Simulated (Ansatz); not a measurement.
```yaml
crystal:
  periodic: [false, false, false]
  atoms:
    - {symbol: C, position_ang: [-0.843600, -0.053866, -0.035343]}
    - {symbol: N, position_ang: [0.018799, -0.073398, 0.031617]}
    - {symbol: C, position_ang: [0.333848, -0.777054, 0.467036]}
    - {symbol: B, position_ang: [0.510798, 0.560928, -0.277575]}
    - {symbol: O, position_ang: [0.197942, 1.431433, -0.682324]}
    - {symbol: H, position_ang: [-1.126919, -0.101619, 0.650248]}
    - {symbol: H, position_ang: [-1.206989, 0.594879, -0.319850]}
    - {symbol: H, position_ang: [-1.238892, -0.552186, -0.395229]}
    - {symbol: H, position_ang: [0.102468, -0.993968, 1.180944]}
    - {symbol: H, position_ang: [0.986372, -0.744447, 0.500714]}
    - {symbol: H, position_ang: [0.167759, -1.315211, 0.068999]}
    - {symbol: H, position_ang: [1.430474, 0.505756, -0.162263]}
    - {symbol: H, position_ang: [0.657229, 1.881498, -0.869698]}
basis:
  gaussian: {orbitals: cc-pVDZ}
hamiltonian: {xc: {name: CAM-B3LYP}}
```

```sh
$ ansatz run in.yaml --threads 4 --pin off --events-out ev --progress --plain --max-ram 10444MiB
```

Shortened log:

```
Functional definition: CAM-B3LYP
1311 factors; their error is unknown
354 factors; integrals over basis functions are off by at most 4.9e-6 eV
mean field evaluation 1: about -6271.0444 eV, gradient 1.4e2 eV
mean field evaluation 2: about -6244.1475 eV, gradient 1.9e2 eV
mean field evaluation 4: about -6305.2274 eV, gradient 7.3e0 eV
mean field evaluation 8: about -6305.2973 eV, gradient 3.0e-1 eV
mean field evaluation 16: about -6305.2974 eV, gradient 4.1e-5 eV
mean field -6305.29743269 eV, -231.7154067674 hartree, gradient 4.1e-5 eV, S^2 0.000000; 0 other end points of the search recorded, 0 dependent functions left out
reference -6305.29754408 eV, -231.7154108606 hartree; 20, 20 occupied and 90, 90 virtual orbitals, 1311 factors
Total energy: -6305.29754408 eV, -231.7154108606 hartree
```

(1) Something in this input is off. What?

Answers

(1) The geometry is squeezed to about two thirds of its size. Self-consistency was reached. The result belongs to that input, not to the molecule as meant.
